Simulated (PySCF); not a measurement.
C4H4BN, SMILES C#CB(N)C#C.

Coordinates come from a r2SCAN-D4/def2-SVP optimisation. The structure was generated by enumeration, and PubChem lists no compound with its InChIKey, so it may never have been made. The values are those of a single conformer.

The numbers are results of TDA-PBE/def2-SVPD (PySCF), not measurements.

Vertical excitations. Isolated molecule, no solvent. State labels are in the subgroup C2v.

Computed UV-visible absorptions:
```json
[
 {"state": "S1", "symmetry": "A2", "energy (eV)": "4.43", "λ (nm)": "280", "f": "0.000", "main pairs": "HOMO→LUMO 100 %"},
 {"state": "S2", "symmetry": "B1", "energy (eV)": "4.80", "λ (nm)": "258", "f": "0.000", "main pairs": "HOMO−3→LUMO 100 %"},
 {"state": "S3", "symmetry": "B2", "energy (eV)": "5.14", "λ (nm)": "241", "f": "0.100", "main pairs": "HOMO−2→LUMO 80 %, HOMO→LUMO+1 17 %"},
 {"state": "S4", "symmetry": "A1", "energy (eV)": "5.32", "λ (nm)": "233", "f": "0.094", "main pairs": "HOMO−1→LUMO 80 %"},
 {"state": "S5", "symmetry": "B1", "energy (eV)": "5.94", "λ (nm)": "209", "f": "0.001", "main pairs": "HOMO−1→LUMO+1 100 %"},
 {"state": "S6", "symmetry": "A2", "energy (eV)": "6.08", "λ (nm)": "204", "f": "0.000", "main pairs": "HOMO−2→LUMO+1 100 %"},
 {"state": "S7", "symmetry": "B2", "energy (eV)": "6.28", "λ (nm)": "197", "f": "0.086", "main pairs": "HOMO→LUMO+1 60 %, HOMO→LUMO+2 17 %, HOMO−1→LUMO+3 13 %"},
 {"state": "S8", "symmetry": "A1", "energy (eV)": "6.51", "λ (nm)": "191", "f": "0.064", "main pairs": "HOMO−3→LUMO+1 69 %, HOMO−2→LUMO+3 12 %"},
 {"state": "S9", "symmetry": "B1", "energy (eV)": "6.73", "λ (nm)": "184", "f": "0.000", "main pairs": "HOMO−1→LUMO+2 97 %"},
 {"state": "S10", "symmetry": "B2", "energy (eV)": "6.76", "λ (nm)": "183", "f": "0.039", "main pairs": "HOMO→LUMO+2 69 %, HOMO−1→LUMO+3 26 %"},
 {"state": "T1", "symmetry": "A1", "energy (eV)": "3.98", "λ (nm)": "312", "f": "0", "main pairs": "HOMO−1→LUMO 97 %"},
 {"state": "T2", "symmetry": "B2", "energy (eV)": "4.13", "λ (nm)": "301", "f": "0", "main pairs": "HOMO−2→LUMO 95 %"},
 {"state": "T3", "symmetry": "A2", "energy (eV)": "4.18", "λ (nm)": "296", "f": "0", "main pairs": "HOMO→LUMO 98 %"},
 {"state": "T4", "symmetry": "B1", "energy (eV)": "4.56", "λ (nm)": "272", "f": "0", "main pairs": "HOMO−3→LUMO 96 %"}
]
```
Triplets are in the Tamm–Dancoff approximation.
